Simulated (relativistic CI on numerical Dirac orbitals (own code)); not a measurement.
Line list: Forbidden lines, Tc4+

These numbers are calculated, not measured: Dirac-Coulomb-Breit CI, KLI orbitals optimised for each configuration, model QED (radiative potential, 1s self-energy scaled to tabulated hydrogen-like ionisation energies), valence Slater integrals scaled by 0.85, P86 correlation energy added to each configuration (own radial code, finite nucleus).

Configuration list (outside the closed core [Ar] 3d10 4s2): 4p6 4d3, 4p6 4d2 5s, 4p6 4d2 4f, 4p6 4d2 5p, 4p5 4d4, 4p6 4d2 5d, 4p6 4d2 6s, 4p6 4d 5s 5p, 4p6 4d2 6p, 4p6 4d2 6d, 4p6 4d2 5f, 4p6 4d2 5g, 4p6 4d 5s2, 4p6 4f 5s2, 4p6 5s2 5p, 4p6 5s2 5d, 4p6 5s2 6s, 4p6 4d 4f2, 4p6 4f2 5s, 4p6 4f3, 4p6 4f2 5p, 4p6 4f2 5d, 4p6 4f2 6s, 4p6 4d 5p2, 4p6 5s 5p2, 4p6 4f 5p2, 4p6 5p3, 4p6 5p2 5d, 4p6 5p2 6s. Double excitations out of closed p, d and f shells are left out; levels of such configurations are missing from the list, as are those of other unlisted configurations, and high levels can miss mixing partners. These lack a partner that the ground configuration has and come out too high: 4p6 4d2 6p, 4p6 4d2 6d, 4p6 4d2 5f, 4p6 4d2 5g.

```csv
λ vac (Å),Lower,Upper,Type,A (s⁻¹),gf,Branching (%)
3211.5,4p6 4d3 4P_5/2 [8],4p6 4d3 2D_5/2 [18],M1,2.34e+00,2.17e-08,17.1
3296.0,4p6 4d3 2G_9/2 [9],4p6 4d3 2D_5/2 [18],E2,4.11e+00,4.02e-08,30.0
3324.8,4p6 4d3 4F_3/2 [1],4p6 4d3 2F_5/2 [17],E2,2.21e-02,2.20e-10,2.0
3324.8,4p6 4d3 4F_3/2 [1],4p6 4d3 2F_5/2 [17],M1,3.93e-01,3.91e-09,36.4
3442.5,4p6 4d3 4F_5/2 [2],4p6 4d3 2F_5/2 [17],M1,4.12e-02,4.39e-10,3.8
3490.9,4p6 4d3 4F_5/2 [2],4p6 4d3 2F_7/2 [16],M1,1.67e-01,2.43e-09,11.9
3600.8,4p6 4d3 4F_7/2 [3],4p6 4d3 2F_5/2 [17],M1,4.76e-02,5.55e-10,4.4
3854.7,4p6 4d3 4F_9/2 [4],4p6 4d3 2F_7/2 [16],M1,4.60e-01,8.21e-09,33.0
4767.0,4p6 4d3 4F_3/2 [1],4p6 4d3 2D_3/2 [15],M1,5.99e-01,8.16e-09,21.1
4877.0,4p6 4d3 4F_3/2 [1],4p6 4d3 2D_5/2 [14],M1,7.31e-02,1.56e-09,2.9
5012.8,4p6 4d3 4F_5/2 [2],4p6 4d3 2D_3/2 [15],M1,1.19e+00,1.79e-08,42.0
5134.5,4p6 4d3 4F_5/2 [2],4p6 4d3 2D_5/2 [14],M1,2.67e-01,6.33e-09,10.6
5494.8,4p6 4d3 4F_7/2 [3],4p6 4d3 2D_5/2 [14],M1,1.84e+00,4.99e-08,72.9
5810.3,4p6 4d3 4F_3/2 [1],4p6 4d3 2D_3/2 [10],M1,7.26e-01,1.47e-08,28.2
5933.9,4p6 4d3 4F_7/2 [3],4p6 4d3 2H_9/2 [12],M1,9.37e-02,4.95e-09,10.3
6179.5,4p6 4d3 4F_5/2 [2],4p6 4d3 2D_3/2 [10],M1,1.10e+00,2.51e-08,42.6
6241.0,4p6 4d3 2G_7/2 [7],4p6 4d3 2F_5/2 [17],E2,1.18e-01,4.15e-09,11.0
6241.0,4p6 4d3 2G_7/2 [7],4p6 4d3 2F_5/2 [17],M1,2.64e-01,9.24e-09,24.4
6348.6,4p6 4d3 4F_9/2 [4],4p6 4d3 2H_11/2 [13],M1,1.34e-02,9.72e-10,5.3
6402.1,4p6 4d3 2G_7/2 [7],4p6 4d3 2F_7/2 [16],M1,4.30e-01,2.11e-08,30.8
6482.7,4p6 4d3 4F_9/2 [4],4p6 4d3 2H_9/2 [12],M1,1.45e-01,9.12e-09,15.9
6761.5,4p6 4d3 2G_9/2 [9],4p6 4d3 2F_7/2 [16],E2,7.61e-02,4.17e-09,5.4
6761.5,4p6 4d3 2G_9/2 [9],4p6 4d3 2F_7/2 [16],M1,1.31e-01,7.16e-09,9.3
7676.9,4p6 4d3 4F_5/2 [2],4p6 4d3 2G_7/2 [7],M1,5.22e-01,3.69e-08,52.8
7949.7,4p6 4d3 4F_7/2 [3],4p6 4d3 2G_9/2 [9],M1,4.51e-01,4.27e-08,33.1
8068.6,4p6 4d3 4F_3/2 [1],4p6 4d3 4P_3/2 [5],M1,7.59e-02,2.96e-09,46.7
8511.4,4p6 4d3 4F_7/2 [3],4p6 4d3 2G_7/2 [7],M1,4.51e-01,3.92e-08,45.6
8798.7,4p6 4d3 4F_5/2 [2],4p6 4d3 4P_3/2 [5],M1,4.47e-02,2.07e-09,27.5
8966.4,4p6 4d3 4F_9/2 [4],4p6 4d3 2G_9/2 [9],M1,9.06e-01,1.09e-07,66.5
14513.2,4p6 4d3 4P_5/2 [8],4p6 4d3 2D_3/2 [15],M1,3.84e-01,4.85e-08,13.6
15582.9,4p6 4d3 4P_5/2 [8],4p6 4d3 2D_5/2 [14],M1,1.19e-01,2.60e-08,4.7
19371.3,4p6 4d3 4P_1/2 [6],4p6 4d3 2P_1/2 [11],M1,7.14e-01,8.03e-08,95.1
19595.2,4p6 4d3 2G_7/2 [7],4p6 4d3 2H_9/2 [12],M1,3.18e-01,1.83e-07,35.0
20759.2,4p6 4d3 4P_3/2 [5],4p6 4d3 2D_3/2 [10],M1,4.64e-01,1.20e-07,18.1
20889.7,4p6 4d3 4P_1/2 [6],4p6 4d3 2D_3/2 [10],M1,1.79e-01,4.67e-08,6.9
21745.2,4p6 4d3 2G_9/2 [9],4p6 4d3 2H_11/2 [13],M1,2.37e-01,2.02e-07,94.3
23402.5,4p6 4d3 2G_9/2 [9],4p6 4d3 2H_9/2 [12],M1,3.51e-01,2.88e-07,38.7
26549.8,4p6 4d3 2D_3/2 [10],4p6 4d3 2D_3/2 [15],M1,4.40e-01,1.86e-07,15.5
29487.3,4p6 4d3 2P_1/2 [11],4p6 4d3 2D_3/2 [15],M1,1.85e-01,9.63e-08,6.5
30362.7,4p6 4d3 2D_3/2 [10],4p6 4d3 2D_5/2 [14],M1,2.07e-01,1.72e-07,8.2
32012.8,4p6 4d3 4P_5/2 [8],4p6 4d3 2D_3/2 [10],M1,7.56e-02,4.65e-08,2.9
59053.2,4p6 4d3 4P_3/2 [5],4p6 4d3 4P_5/2 [8],M1,6.64e-02,2.08e-07,47.3
70103.1,4p6 4d3 4F_7/2 [3],4p6 4d3 4F_9/2 [4],M1,7.73e-02,5.69e-07,100.0
78301.5,4p6 4d3 4F_5/2 [2],4p6 4d3 4F_7/2 [3],M1,8.92e-02,6.56e-07,100.0
97238.7,4p6 4d3 4F_3/2 [1],4p6 4d3 4F_5/2 [2],M1,4.64e-02,3.95e-07,100.0
```

Terms are leading LS components. Brackets give the number of a level in order of energy, since labels repeat. The list gives strong lines, with weight on those to low levels, among the lowest 200 of 1216 levels, so that lines to higher ones, which can be the strongest, are missing. Levels whose partners in the same complex of configurations lie outside the list can be far off, and so can their lines. Rates are taken at the computed energies, electric ones in the length gauge.

At this charge configurations can still be misplaced by up to about 7 % of their energy.

LS names give the leading component of a level, which can be under half, so a name can repeat, a term be missing and a line seem to break the LS rules.
